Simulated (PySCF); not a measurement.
# C₆ coefficients of unlike pairs at BHandHLYP

Calculated with PySCF 2.14 from the dipole response of each species, C₆(A,B) = (3/π) ∫ α_A(iu) α_B(iu) du, in atomic units, from isotropic polarisabilities. For ions this is the dispersion term alone; charge-induced terms of lower order in 1/R come first.

```json
{"species": "Ge", "configuration": "[Ar] 3d10 4s2 4p2 (3P)", "basis": "aug-cc-pwCVDZ-PP with ECP10MDF (6s5p4d1f)", "relativity": "core potential", "α (bohr³)": "40.39", "C₆ (like pair)": "351.5"}
{"species": "Rh²⁺", "configuration": "[Kr] 4d7 (4F)", "basis": "aug-cc-pVTZ-PP with one added diffuse shell each of s, p, d, f, g type with ECP28MDF (7s7p6d4f3g)", "relativity": "core potential", "α (bohr³)": "7.154", "C₆ (like pair)": "37.71"}
{"species": "Cr⁺", "configuration": "[Ar] 3d5 (6S)", "basis": "aug-cc-pVDZ-DK (7s6p4d2f)", "relativity": "spin-free X2C", "α (bohr³)": "10.96", "C₆ (like pair)": "38.97"}
{"species": "Ge⁺", "configuration": "[Ar] 3d10 4s2 4p1 (2P)", "basis": "x2c-QZVPPall with one added diffuse shell each of s, p, d, f type (12s9p6d5f1g)", "relativity": "spin-free X2C", "α (bohr³)": "18.79", "C₆ (like pair)": "108.9"}
```

(1) Estimate C₆ for Ge⁺ with Rh²⁺.

No spin-orbit coupling is included.

The other pairs:

```tsv
pair	C₆
Ge⁺, Cr⁺	64.29
Cr⁺, Rh²⁺	37.02
Ge⁺, Ge	193.0
Cr⁺, Ge	112.1
Rh²⁺, Ge	98.07
```

Answers

(1) The integral gives 58.95. The combination rule 2 C_A C_B / (C_A α_B/α_A + C_B α_A/α_B) gives 58.45 and the geometric mean 64.08.
